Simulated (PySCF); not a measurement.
**Computed properties of Zn(H)(OMe) (CH₄OZn), SMILES C[O][ZnH]**

Zn(H)(OMe) (CH₄OZn), SMILES [O]([ZnH])C. Coordinates come from a B3LYP-D3(BJ)/def2-TZVP optimisation. The values are those of a single conformer. All values are computed for the isolated molecule unless a solvent is named; none is compared with measurement here.

**Structure.** The optimised structure has Cs symmetry. All 15 harmonic modes at B3LYP-D3(BJ)/def2-TZVP (PySCF) are real, so it is a minimum. With heavy atoms numbered as in [ZnH:1][O:3][CH3:4], the shortest bond between them is O3–C4 at 1.407 Å and the longest Zn1–O3 at 1.779 Å.

**Vibrations.** The strongest infrared lines (harmonic, unscaled, degenerate partners summed) lie at 1116 cm⁻¹ (239 km/mol, O 51 %, C 41 %), 2965 cm⁻¹ (121 km/mol, H 97 %), 1980 cm⁻¹ (88 km/mol, H 98 %). The softest mode is at 78 cm⁻¹ and the zero-point energy is 29.6 kcal/mol.

**Electronic structure.** HF/def2-TZVPD (PySCF) places the frontier levels at -11.12 and 0.95 eV, a gap of 12.07 eV, and gives a dipole moment of 1.28 D and a mean polarisability of 38.5 bohr³.

**Excitations.** TDDFT-M06-2X/def2-SVPD (PySCF) has S1 at 5.62 eV (221 nm, f = 0.002, dark); the most intense of the 10 singlets computed lies at 7.68 eV (f = 0.18). T1 (TDA) is at 5.44 eV. No vertical singlet excitation falls in the visible range (under 3.1 eV).

**NMR.** GIAO shifts at B3LYP/pcSseg-1 (PySCF) (non-relativistic, atoms alike by connectivity averaged): ¹³C at 60.3 ppm against TMS; ¹H from 3.8 to 4.1 ppm against TMS.
